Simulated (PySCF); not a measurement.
C3H5BO, SMILES B(C#C)(C)O. Atoms are numbered in the order given.

```xyz
10

B     -0.4445    -0.1005     0.0249
C      1.0323     0.3072    -0.1897
C      2.2066     0.6305    -0.3604
H      3.2412     0.9126    -0.5061
C     -0.9070    -0.9009     1.2971
H     -1.9931    -1.1162     1.2923
H     -0.6567    -0.3362     2.2208
H     -0.3502    -1.8591     1.3757
O     -1.3789     0.2431    -0.9165
H     -0.9784     0.7353    -1.6575
```

The structure is a stationary point at PBE-D3(BJ)/def2-SVP. The structure was generated by enumeration, and PubChem lists no compound with its InChIKey, so it may never have been made. The values are those of a single conformer.

Method: PySCF with r2SCAN/def2-TZVP.

ESP charges are fitted to the potential on shells at 1.4 to 2.0 van der Waals radii. Atomic charges (e):

```
atom  ESP fit    IAO
----  -------  -----
B1       0.79   0.40
C2      -0.36  -0.17
C3      -0.27  -0.20
H4       0.29   0.21
C5      -0.74  -0.59
H6       0.18   0.16
H7       0.18   0.17
H8       0.18   0.17
O9      -0.66  -0.51
H10      0.41   0.37
```

Task: Give the Mayer and Wiberg (Löwdin basis) orders of the bonds. (Estimate from the structure and the level; the computed values follow.)

Result: 
```
bond    Mayer  Wiberg
------  -----  ------
B1–C2    1.10    1.20
C2–C3    2.83    2.88
C3–H4    0.94    0.92
B1–C5    1.04    1.31
C5–H6    0.96    0.87
C5–H7    0.94    0.85
C5–H8    0.94    0.85
B1–O9    1.36    1.98
O9–H10   0.87    0.93
```
